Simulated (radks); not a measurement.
Spherical quantum dot in the effective-mass picture: electrons in a parabolic well V = omega^2 r^2 / 2 with omega = 0.457, all in effective atomic units (hartree* = m*/eps^2 hartree, bohr* = eps/m* bohr), one dielectric constant everywhere. Method: non-relativistic Kohn-Sham, PBE, spin-polarised, spherical densities; computed with a radial shooting solver with Libxc functionals. Levels are named by radial order and angular momentum (1s, 1p, 1d, 2s, ...), and open shells are averaged over m.

N = 6, configuration 1s2 1p(up 3, down 1). This is the lowest configuration that the search found. Occupied and some empty levels:

| level | occupation | eigenvalue (hartree*) | <r> (bohr*) |
|---|---|---|---|
| 1s up | 1 | 2.6563 | 2.194 |
| 1s down | 1 | 2.6977 | 2.154 |
| 1p up | 3 | 2.9250 | 2.697 |
| 1p down | 1 | 2.9758 | 2.697 |
| 1d up | 0 | 3.2393 | 3.082 |
| 1d down | 0 | 3.2897 | 3.101 |
| 2s up | 0 | 3.3309 | 2.734 |
| 2s down | 0 | 3.3573 | 2.752 |
| 1f up | 0 | 3.5847 | 3.414 |
| 1f down | 0 | 3.6308 | 3.441 |

Energy (hartree*): total 11.2019, kinetic 2.0186, external 4.4458, Hartree 6.3944, exchange-correlation -1.6569.

Electron density:

| r (bohr*) | n(r) (e/bohr*^3) |
|---|---|
| 0.107 | 0.04213 |
| 0.374 | 0.04347 |
| 0.642 | 0.04593 |
| 0.910 | 0.04879 |
| 1.18 | 0.05114 |
| 1.45 | 0.05207 |
| 1.71 | 0.05092 |
| 1.98 | 0.04739 |
| 2.25 | 0.04170 |
| 2.52 | 0.03449 |
| 2.78 | 0.02662 |
| 3.05 | 0.01909 |
| 3.32 | 0.01268 |
| 3.59 | 0.007783 |
| 3.85 | 0.004432 |
| 4.12 | 0.002350 |
| 4.39 | 0.001163 |
| 4.66 | 0.0005340 |
| 4.93 | 0.0002271 |
| 5.19 | 0.00008963 |
